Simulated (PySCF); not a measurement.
ammonia borane (H6BN), singlet, geometry from GFN2-xTB; B3LYP/def2-TZVP (PySCF).

The PySCF input:
```python
from pyscf import gto, scf, dft

mol = gto.M(
    atom='''
B    -0.914919    0.112100   -0.016619
N     0.730879   -0.089551    0.013276
H    -1.313993   -0.641683   -0.847374
H    -1.091550    1.255010   -0.299746
H    -1.290050   -0.160526    1.079991
H     0.933910   -1.052864    0.251240
H     1.120083    0.534559    0.709573
H     1.100043    0.131858   -0.903521
''',
    basis='def2-tzvp',
    charge=0,
    spin=0,
    verbose=4,
)

mf = dft.RKS(mol)
mf.xc = 'b3lyp'
mf.kernel()
mf.analyze()
```

The log (banner, timings and long lists left out):

```
PySCF version 2.14.0

[INPUT] verbose = 4
[INPUT] num. atoms = 8
[INPUT] num. electrons = 18
[INPUT] charge = 0
[INPUT] spin (= nelec alpha-beta = 2S) = 0
[INPUT] symmetry False subgroup None
[INPUT] Mole.unit = angstrom
[INPUT] Symbol           X                Y                Z      unit          X                Y                Z       unit  Magmom
[INPUT]  1 B     -0.914919000000   0.112100000000  -0.016619000000 AA   -1.728946336161   0.211838298564  -0.031405358464 Bohr   0.0
[INPUT]  2 N      0.730879000000  -0.089551000000   0.013276000000 AA    1.381161140196  -0.169226864181   0.025088004030 Bohr   0.0
[INPUT]  3 H     -1.313993000000  -0.641683000000  -0.847374000000 AA   -2.483086899596  -1.212605128789  -1.601304785077 Bohr   0.0
[INPUT]  4 H     -1.091550000000   1.255010000000  -0.299746000000 AA   -2.062730551269   2.371625183590  -0.566437846934 Bohr   0.0
[INPUT]  5 H     -1.290050000000  -0.160526000000   1.079991000000 AA   -2.437841186995  -0.303350175872   2.040887206995 Bohr   0.0
[INPUT]  6 H      0.933910000000  -1.052864000000   0.251240000000 AA    1.764834124993  -1.989624606414   0.474774791536 Bohr   0.0
[INPUT]  7 H      1.120083000000   0.534559000000   0.709573000000 AA    2.116650106781   1.010170107421   1.340898635386 Bohr   0.0
[INPUT]  8 H      1.100043000000   0.131858000000  -0.903521000000 AA    2.078779995245   0.249175507333  -1.707407237793 Bohr   0.0

nuclear repulsion = 40.7879945878591
number of shells = 46
number of NR pGTOs = 140
number of NR cGTOs = 98
basis = def2-tzvp
ecp = {}

******** <class 'pyscf.dft.rks.RKS'> ********
method = RKS
initial guess = minao
damping factor = 0
level_shift factor = 0
DIIS = <class 'pyscf.scf.diis.CDIIS'>
diis_start_cycle = 1
diis_space = 8
diis_damp = 0
SCF conv_tol = 1e-09
SCF conv_tol_grad = None
SCF max_cycles = 50
direct_scf = True
direct_scf_tol = 1e-13
XC library pyscf.dft.libxc version 7.1.2
    S. Lehtola, C. Steigemann, M. J. T. Oliveira, and M. A. L. Marques,  SoftwareX 7, 1–5 (2018)
XC functionals = b3lyp
    P. J. Stephens, F. J. Devlin, C. F. Chabalowski, and M. J. Frisch,  J. Phys. Chem. 98, 11623 (1994)
radial grids:
    Treutler-Ahlrichs [JCP 102, 346 (1995); DOI:10.1063/1.469408] (M4) radial grids

becke partition: Becke, JCP 88, 2547 (1988); DOI:10.1063/1.454033
pruning grids: <function nwchem_prune>
grids dens level: 3
symmetrized grids: False
atomic radii adjust function: <function treutler_atomic_radii_adjust>
small_rho_cutoff = 0
Set gradient conv threshold to 3.16228e-05
Initial guess from minao.
tot grids = 86800
init E= -83.1369415553192
  HOMO = -0.373660024203683  LUMO = -0.0208746832119662  gap/eV = 9.59978
cycle= 1 E= -83.2047768617967  delta_E= -0.0678  |g|= 0.382  |ddm|= 1.64
  HOMO = -0.200895459066161  LUMO = -0.0146734940380924  gap/eV = 5.06736
cycle= 2 E= -83.2154953691048  delta_E= -0.0107  |g|= 0.357  |ddm|= 0.754
  HOMO = -0.279986989927261  LUMO = -0.0186533923752616  gap/eV = 7.11125
cycle= 3 E= -83.2556529182752  delta_E= -0.0402  |g|= 0.0432  |ddm|= 0.38
  HOMO = -0.282973709020373  LUMO = -0.0125378731052148  gap/eV = 7.35893
cycle= 4 E= -83.2559983146983  delta_E= -0.000345  |g|= 0.025  |ddm|= 0.0382
  HOMO = -0.281660736828519  LUMO = -0.0128228822262191  gap/eV = 7.31545
cycle= 5 E= -83.2561267171211  delta_E= -0.000128  |g|= 0.00242  |ddm|= 0.0122
  HOMO = -0.281470137896844  LUMO = -0.0129626311346733  gap/eV = 7.30646
cycle= 6 E= -83.2561283701191  delta_E= -1.65e-06  |g|= 0.000257  |ddm|= 0.00193
  HOMO = -0.281460205295718  LUMO = -0.0129888428437823  gap/eV = 7.30548
cycle= 7 E= -83.2561283873532  delta_E= -1.72e-08  |g|= 5.48e-05  |ddm|= 0.000222
  HOMO = -0.281461925358436  LUMO = -0.0129860426619057  gap/eV = 7.30560
cycle= 8 E= -83.2561283879816  delta_E= -6.28e-10  |g|= 4.73e-06  |ddm|= 4.06e-05
  HOMO = -0.281462352772467  LUMO = -0.0129862175400781  gap/eV = 7.30561
Extra cycle  E= -83.2561283879846  delta_E= -2.98e-12  |g|= 4.03e-06  |ddm|= 5.01e-06
converged SCF energy = -83.2561283879846
**** SCF Summaries ****
Total Energy =                         -83.256128387984603
Nuclear Repulsion Energy =              40.787994587859068
One-electron Energy =                 -191.241360719312610
Two-electron Energy =                   67.197237743468932
Two-electron Coulomb Energy =           80.446741715654738
DFT Exchange-Correlation Energy =      -13.249503972185805
HOMO-LUMO gap [eV] =                     7.305607752966249
**** MO energy ****
MO #1   energy= -14.3927826934259  occ= 2
MO #2   energy= -6.66761971551865  occ= 2
MO #3   energy= -0.952293747680317 occ= 2
MO #4   energy= -0.559382500520662 occ= 2
MO #5   energy= -0.559381514312263 occ= 2
MO #6   energy= -0.511984337309908 occ= 2
MO #7   energy= -0.360286469777616 occ= 2
MO #8   energy= -0.281464902791918 occ= 2
MO #9   energy= -0.281462352772467 occ= 2
MO #10  energy= -0.0129862175400781 occ= 0
MO #11  energy= 0.0579006681041391 occ= 0
MO #12  energy= 0.0579025100446193 occ= 0
MO #13  energy= 0.0909645351856003 occ= 0
MO #14  energy= 0.121446078515406  occ= 0
MO #15  energy= 0.141549246348244  occ= 0
MO #16  energy= 0.141550930050346  occ= 0
MO #17  energy= 0.192738765932559  occ= 0
 ** Mulliken pop on meta-lowdin orthogonal AOs  **
 ** Mulliken pop  **
 ** Mulliken atomic charges  **
charge of    0B =     -0.39911
charge of    1N =     -0.30801
charge of    2H =     -0.02852
charge of    3H =     -0.02851
charge of    4H =     -0.02852
charge of    5H =      0.26422
charge of    6H =      0.26422
charge of    7H =      0.26422
Dipole moment(X, Y, Z, Debye):  5.24313, -0.64237,  0.09522
```
